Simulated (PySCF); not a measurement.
Choosing a molecule for a target property.

Species are written as SMILES; each is one conformer at its optimised geometry, gas phase, non-relativistic unless stated; the electronic structure was computed with PySCF and density fitting.

The conformers computed, where there is a choice (atom-mapped SMILES and torsion angles):
- `[CH3:1][S:2][c:3]1[cH:4][cH:5][cH:6][o:7]1`: C1–S2–C3–C4 180°
- `[CH3:1][C:2](=[O:3])[c:4]1[cH:5][cH:6][n:7][n:8][c:9]1[CH3:10]`: C1–C2–C4–C5 32°
- `[CH3:1][C:2]([CH3:3])([CH2:4][SiH3:5])[S:6](=[O:7])(=[O:8])[Cl:9]`: C1–C2–C4–Si5 -162°, C1–C2–S6–O7 55°
- `[CH3:1][C@@H:2]([CH2:3][C:4]([CH3:5])([CH3:6])[CH3:7])[C:8](=[O:9])[F:10]`: C1–C2–C3–C4 -167°, C2–C3–C4–C5 64°, C1–C2–C8–O9 103°

Problem. Wanted: HOMO energy above -8 eV (PBE0/pcSseg-1) and smallest rotational constant below 0.9 GHz (GFN2-xTB), at GFN2-xTB geometries. Which candidate meets both?
A. `C#C[c+]1c(F)c1Cl`
B. `o1cccc1SC`
C. `CC(C)(C[SiH3])S(=O)(=O)Cl`
D. `CC(=O)c1ccnnc1C`

Solution. D. Computed values:
```csv
species,HOMO energy,smallest rotational constant
C#C[c+]1c(F)c1Cl,-13.95 eV,0.984 GHz
CC(C)(C[SiH3])S(=O)(=O)Cl,-8.86 eV,0.729 GHz
CC(=O)c1ccnnc1C,-6.75 eV,0.823 GHz
o1cccc1SC,-5.74 eV,1.282 GHz
```

Problem. Wanted: HOMO–LUMO gap below 5 eV (PBE0/pcSseg-1) and dipole moment below 4 D (PBE0/pcSseg-1), at GFN2-xTB geometries. Which candidate meets both?
A. `[n+]1(ccc(cc1C)C#C)[O-]`
B. `FC([C@H](CC(C)(C)C)C)=O`
C. `CSc1ccco1`
D. `CC(c1ccnnc1C)=O`

Solution. A. Computed values:
```
                species  HOMO–LUMO gap  dipole moment
        CC(c1ccnnc1C)=O        4.37 eV         4.33 D
[n+]1(ccc(cc1C)C#C)[O-]        4.59 eV         2.85 D
              CSc1ccco1        6.11 eV         1.12 D
FC([C@H](CC(C)(C)C)C)=O        8.35 eV         3.15 D
```
